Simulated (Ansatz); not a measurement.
SiGe2⁻, relaxed as a quartet with UKS PBE0-D4/def2-TZVPD in Ansatz, starting from the PBE0-D4/def2-TZVPD geometry of the charge -1 doublet. Force threshold 0.02 eV/Å.

The highest occupied level of the charge -1 quartet lies above zero (up to 0.57 eV). The electron is either unbound and held by the finite basis, or the level is raised by self-interaction error. At PBE0-D4/def2-TZVPD a doublet of charge -1 lies 1.41 eV below the quartet, each at its own geometry. The structure comes from a short search, and lower isomers may exist.

Start:

```xyz
3

Si   -0.928    0.582   -0.656
Ge    0.825    0.842    0.823
Ge    0.103   -1.425   -0.167
```

| step | energy (eV) | largest force component (eV/Å) | SCF passes |
| --- | --- | --- | --- |
| 1 | -120895.9739 | 0.668 | 20 |
| 2 | -120896.0092 | 0.099 | 29 |
| 3 | -120896.0100 | 0.012 | 26 |

Force components are those of the run's own axes.

End:

```xyz
3

Si   -0.9280    0.5822   -0.6561
Ge    0.8416    0.8938    0.8454
Ge    0.0864   -1.4760   -0.1893
```

By distances, no bond broke or formed. The bond that changes most is Ge2–Ge3, from 2.58 to 2.69 Å (atoms count from 1).

No frequencies were taken in this run, so the end may be a saddle point.

It took 11 s on 4 threads of Arm Neoverse V1 on a shared host, peak host memory 0.57 GiB.
